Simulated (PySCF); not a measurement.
All of these have the formula C7H6F2. Computed with TDDFT CAM-B3LYP/def2-SVPD, vertical, gas phase, core orbitals frozen in the response in PySCF. Geometries: GFN2-xTB; one conformer of each isolated species. Triplets are in the Tamm–Dancoff approximation.

A. `FC1C=C(C2(C=1)CC2)F`
B. `C1(CF)[C@](C#C)(F)CC=1`
C. `Cc1ccc(F)c(F)c1`

Lowest singlet levels (six at most, fewer where fewer were computed) with oscillator strengths:

1. 232 nm (f 0.021); 202 nm (f 0.013); 183 nm (f 0.009); 176 nm (f 0.506); 176 nm (f 0.071); 174 nm (f 0.585); T1 4.09 eV
2. 255 nm (f 0.056); 199 nm (f 0.000); 193 nm (f 0.214); 185 nm (f 0.002); 181 nm (f 0.012); 171 nm (f 0.108); T1 3.04 eV
3. 204 nm (f 0.008); 189 nm (f 0.050); 183 nm (f 0.084); 178 nm (f 0.047); 169 nm (f 0.024); 166 nm (f 0.009); T1 4.27 eV

Question: Which spectrum belongs to which structure?

Answer: 1 = C, 2 = A, 3 = B.
- A: S1 at 4.86 eV, HOMO→LUMO (98%); Löwdin shares by element: HOMO carbon 77% or more (atoms not listed hold the other 23%); LUMO carbon 61% or more (atoms not listed hold the other 39%); HOMO -7.69 and LUMO 0.22 eV; point group Cs, 1 of its 6 listed states under f = 0.0005.
- B: S1 at 6.08 eV, HOMO-1→LUMO (52%), HOMO→LUMO (17%), HOMO-1→LUMO+4 (10%); Löwdin shares by element: HOMO carbon 72% or more (atoms not listed hold the other 29%); LUMO carbon 65% or more (atoms not listed hold the other 35%); HOMO -9.09 and LUMO 0.49 eV.
- C: S1 at 5.35 eV, HOMO→LUMO (72%), HOMO-1→LUMO+1 (26%); Löwdin shares by element: HOMO carbon 66% or more (atoms not listed hold the other 34%); LUMO carbon 66% or more (atoms not listed hold the other 34%); HOMO -8.40 and LUMO 0.38 eV.
